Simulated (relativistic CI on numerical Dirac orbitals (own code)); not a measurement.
# What each ingredient does to the levels of Re23+

Base calculation: Dirac-Coulomb-Breit CI, KLI orbitals optimised for each configuration, model QED (radiative potential, 1s self-energy scaled to tabulated hydrogen-like ionisation energies), unscaled Slater integrals.

CI space (outside the closed core [Ar] 3d10 4p6): 4s2 4d10 4f6, 4s2 4d10 4f5 5s, 4s2 4d10 4f4 5s2, 4s2 4d9 4f7, 4s2 4d10 4f5 5p, 4s2 4d10 4f4 5s 5p, 4s2 4d10 4f4 5p2, 4s2 4d10 4f5 6p, 4d10 4f8. Levels of other configurations are missing.

Variants: (1) P86 correlation estimate; (2) Breit term removed; (3) non-relativistic limit. Shifts of the energy above 4s2 4d10 4f6 7F_0, in cm⁻¹, for the lowest level and the first level of each name with at least 55 % of one term (blank where a level changes its place among those of its configuration and J or its character, or is not in the variant):

| Level | Base | Δ(1) | Δ(2) | Δ(3) |
| --- | --- | --- | --- | --- |
| 4s2 4d10 4f6 7F_0 | 0.0 | 0.0 | 0.0 | 0.0 |
| 4s2 4d10 4f6 7F_1 | 6602.8 | -0.3 | +926.0 | -6602.8 |
| 4s2 4d10 4f6 7F_2 | 13583.9 | -0.5 | +1732.8 | -13583.8 |
| 4s2 4d10 4f6 7F_3 | 19998.4 | -0.6 | +2384.5 | -19998.4 |
| 4s2 4d10 4f6 7F_4 | 25700.0 | -0.6 | +2938.1 | -25700.0 |
| 4s2 4d10 4f6 7F_5 | 30548.1 | -0.6 | +3410.2 | -30548.1 |
| 4s2 4d10 4f6 7F_6 | 34048.9 | -0.5 | +3742.2 | -34048.9 |
| 4s2 4d10 4f6 5D_1 | 53788.7 | +0.5 | +1719.4 | -3856.5 |
| 4s2 4d10 4f6 5D_2 | 67553.0 | +0.5 | +2425.5 | -17620.8 |
| 4s2 4d10 4f6 5L_7 | 73404.3 | -0.4 | +3454.3 | -16841.4 |
| 4s2 4d10 4f6 5G_2 | 73444.2 | +0.8 | +1410.9 | -14210.2 |
| 4s2 4d10 4f6 5L_8 | 80285.6 | -0.6 | +4498.2 | -23722.6 |
| 4s2 4d10 4f6 5D_3 | 80405.0 | +0.5 | +2892.0 |  |
| 4s2 4d10 4f6 5L_10 | 83500.2 | -0.5 | +5694.9 | -26937.2 |
| 4s2 4d10 4f6 5L_9 | 84448.2 | -0.6 | +5328.1 | -27885.2 |
| 4s2 4d10 4f6 5F_1 | 100163.0 | +0.3 | +2276.4 | -22389.6 |
| 4s2 4d10 4f6 5I_8 | 102959.6 | -0.2 | +4769.0 | -25783.0 |
| 4s2 4d10 4f6 3P_1 | 114335.1 | +1.3 | +2822.0 | -22546.4 |
| 4s2 4d10 4f6 3O_11 | 117304.2 | -0.8 | +6645.9 | -23665.3 |
| 4s2 4d10 4f6 3O_12 | 120160.8 | -0.8 | +7627.1 | -26522.0 |
| 4s2 4d10 4f6 5K_9 | 121888.5 | -0.3 | +5692.8 |  |

At this charge energies of transitions that change n are usually good to better than 1 %, and those within a shell (Δn = 0) to a few per cent. Terms inside the open d or f shell come out 10 to 20 % too wide with unscaled integrals.

Ionisation energy from the two ground configurations alone: base 690.416 eV; P86 correlation estimate 692.408 eV. The NIST ASD value (theoretical) is 720 eV. The gap of more than 2 % comes from missing correlation, or from a tabulated value that is itself an estimate.

LS names give the leading component of a level, which can be under half, so a name can repeat, a term be missing and a line seem to break the LS rules.
